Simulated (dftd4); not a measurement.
CsI, triplet, at the geometry of the source list (a higher spin typed on purpose: for a closed-shell molecule this is an excited state); D4 for revpbe (dftd4).

Here is a job for dftd4.
```
$ dftd4 mol.xyz --func revpbe --charge 0 --json dftd4.json --noedisp

# file mol.xyz
2

Cs    -1.12140000    -0.79660000    -0.95550000
I      1.12140000     0.79660000     0.95550000
```

Output, abridged:

```
                    ____  _____ _____     ____  _  _
      -------------|  _ \|  ___|_   _|---|  _ \| || |------------
     |             | | | | |_    | | ___ | | | | || |_           |
     |             | |_| |  _|   | ||___|| |_| |__   _|          |
     |             |____/|_|     |_|     |____/   |_|            |
     |             ===================================           |
     |            E. Caldeweyher, S. Ehlert & S. Grimme          |
     |          Mulliken Center for Theoretical Chemistry        |
     |                    University of Bonn                     |
      -----------------------------------------------------------

Rational (Becke-Johnson) damping: revpbe-D4-ATM
---------------------
  s6         1.0000
  s8         1.7468
  s9         1.0000
  a1         0.5363
  a2         3.0726
 alp        16.0000
--------------------

Dispersion energy:      -1.2952171941629E-03 Eh

[Info] JSON dump of results written to 'dftd4.json'
```
